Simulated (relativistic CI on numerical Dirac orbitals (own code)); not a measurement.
Computed by Dirac-Coulomb-Breit CI, KLI orbitals optimised for each configuration, a model potential for QED, unscaled Slater integrals (own radial code, finite nucleus).

Configuration list (outside the closed core [Ne]): 3s2.3p6.3d4, 3s2.3p5.3d5, 3s.3p6.3d5, 3s2.3p6.3d3.4s, 3s2.3p6.3d3.4p, 3s2.3p6.3d3.4d, 3s2.3p5.3d4.4s, 3s2.3p6.3d3.4f, 3s2.3p5.3d4.4p, 3s.3p6.3d4.4s, 3p6.3d5.4p, 3s.3p6.3d4.4p, 3s2.3p6.3d2.4s.4p, 3s2.3p6.3d3.5s, 3s2.3p6.3d3.5p, 3s.3p6.3d4.4d, 3s2.3p6.3d3.5d, 3s2.3p6.3d3.5g, 3s2.3p6.3d3.6s, 3p6.3d6, 3p5.3d7, 3p5.3d6.4s, 3p6.3d5.4s, 3p5.3d5.4s2, 3s2.3p6.3d2.4s2, 3s2.3p6.3d.4s2.4p, 3s2.3p6.3d.4s2.4d, 3s2.3p6.3d2.4p2, 3s2.3p6.3d.4s.4p2, 3s2.3p6.3d.4p3, 3s2.3p6.3d.4p2.4d, 3s2.3p5.3d2.4s.4p2, 3s2.3p6.3d2.4s.4d, 3s2.3p6.3d.4s.4p.4d, 3s2.3p6.3d.4s.4d2, 3s2.3p5.3d2.4s2.4d, 3s.3p6.3d3.4s2, 3s.3p6.3d2.4s2.4p, 3s.3p6.3d2.4s2.4d. Double excitations out of closed p, d and f shells are left out; levels of such configurations are missing from the list, as are those of other unlisted configurations, and high levels can miss mixing partners. These lack a partner that the ground configuration has and come out too high: 3s2.3p5.3d4.4p.

At this charge energies of transitions that change n are usually good to better than 1 %, and those within a shell (Δn = 0) to a few per cent.

Outline of the computed level scheme of Eu XLII. Lowest level of each configuration: 3s2.3p6.3d4 3P_0 at 0.000 eV; 3s2.3p5.3d5 5D°_4 at 266.601 eV.

Some strong electric-dipole decays among the lowest 45 levels: 3s2.3p5.3d5 5D°_3 → 3s2.3p6.3d4 5D_2 (2.1e+10 s⁻¹); 3s2.3p5.3d5 3F°_2 → 3s2.3p6.3d4 5D_1 (1.9e+10 s⁻¹); 3s2.3p5.3d5 5D°_3 → 3s2.3p6.3d4 5D_3 (5.4e+09 s⁻¹); 3s2.3p5.3d5 3F°_2 → 3s2.3p6.3d4 5D_3 (3.1e+09 s⁻¹); 3s2.3p5.3d5 3P°_2 → 3s2.3p6.3d4 5D_3 (3.0e+09 s⁻¹); 3s2.3p5.3d5 5D°_3 → 3s2.3p6.3d4 3F_4 (2.2e+09 s⁻¹); 3s2.3p5.3d5 3F°_4 → 3s2.3p6.3d4 5D_3 (2.0e+09 s⁻¹); 3s2.3p5.3d5 5D°_4 → 3s2.3p6.3d4 3F_4 (1.8e+09 s⁻¹).

LS names give the leading component of a level, which can be under half, so a name can repeat, a term be missing and a line seem to break the LS rules.
